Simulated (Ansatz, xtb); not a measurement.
## Two isomers of C4H4ClFO2

Structure a is `O=C(O)/C=C(\F)CCl`, a singlet and structure b is `C=C(C(=O)O)[C@H](F)Cl`, a singlet. Both are isolated molecules in the gas phase, relaxed with B3LYP-D3(BJ)/def2-SVP, each in the lowest conformer that the search found.

Task: Estimate E(b) − E(a) at the level CCSD(T)/def2-SVP + ΔMP2/def2-TZVPP.

Result: Calculated at CCSD(T)/def2-SVP + ΔMP2/def2-TZVPP: E(b) − E(a) = −1.50 kcal/mol, so structure b lies lower.

The same difference at several levels:

```
                             level               geometry  E(b) − E(a) (kcal/mol)  departure from the last row (kcal/mol)  job, with rough time for the two
                          GFN2-xTB               GFN2-xTB                     +1.64                                   +3.15              optimisation, 0.15 s
                         HF/STO-3G               GFN2-xTB                     +3.28                                   +4.78              single point, 0.38 s
                r2SCAN-D4/def2-SVP               GFN2-xTB                     +0.52                                   +2.02               single point, 3.3 s
             B3LYP-D3(BJ)/def2-SVP  B3LYP-D3(BJ)/def2-SVP                     +0.02                                   +1.52                optimisation, 34 s
                       HF/def2-SVP  B3LYP-D3(BJ)/def2-SVP                     −1.23                                   +0.27           part of the CCSD(T) run
                      MP2/def2-SVP  B3LYP-D3(BJ)/def2-SVP                     −1.16                                   +0.34           part of the CCSD(T) run
                  CCSD(T)/def2-SVP  B3LYP-D3(BJ)/def2-SVP                     −1.85                                   −0.35                      single point
CCSD(T)/def2-SVP + ΔMP2/def2-TZVPP  B3LYP-D3(BJ)/def2-SVP                     −1.50                                                        single point, 71 s
```

As drawn, both hold the same kinds of bond in the same numbers.

GFN2-xTB, HF/STO-3G, r2SCAN-D4/def2-SVP put the two in the other order. B3LYP-D3(BJ)/def2-SVP finds them nearly level. The largest departure from CCSD(T)/def2-SVP + ΔMP2/def2-TZVPP is that of HF/STO-3G, 4.78 kcal/mol. The last row adds to CCSD(T) the change of the MP2 difference between the two basis sets, here +0.35 kcal/mol.

With thermal terms from frequencies at re-optimised GFN2-xTB minima (ideal gas, soft modes damped towards free rotors, one conformer each, 298.15 K, 1 atm): on the last row, ΔE + ΔZPE = −1.57, ΔH = −1.65, ΔG = −1.14 kcal/mol.

The correlated steps freeze 12 core orbitals. Mirror images aren't counted in ΔG. Codes used: Ansatz 0.2.0, xtb 6.7.1; the last row on 4 threads of Arm Neoverse V1 on a shared host.
